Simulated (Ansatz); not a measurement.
Results of the Gaussian-basis code of Ansatz.

A structure relaxed at PBE0-D4/def2-TZVP, charge 0, multiplicity 1:

```xyz
5

S     1.255    1.206    0.191
Al   -0.306   -0.186   -0.352
Br   -1.051   -0.192   -2.459
Br   -1.168   -1.599    1.155
H     1.270    0.771    1.464
```

**Question.** Give its formula and SMILES.

**Answer.** AlBr2HS, `[SH][Al]([Br])[Br]`.

**Question.** Point group (tolerance 0.08 Å, 0.16 Å for H)?

**Answer.** Cs.

**Question.** Summarise the bond lengths by kind.

**Answer.** 1 × Al–S 2.160 Å; 1 × H–S 1.345 Å; 2 × Al–Br 2.234 to 2.239 Å.
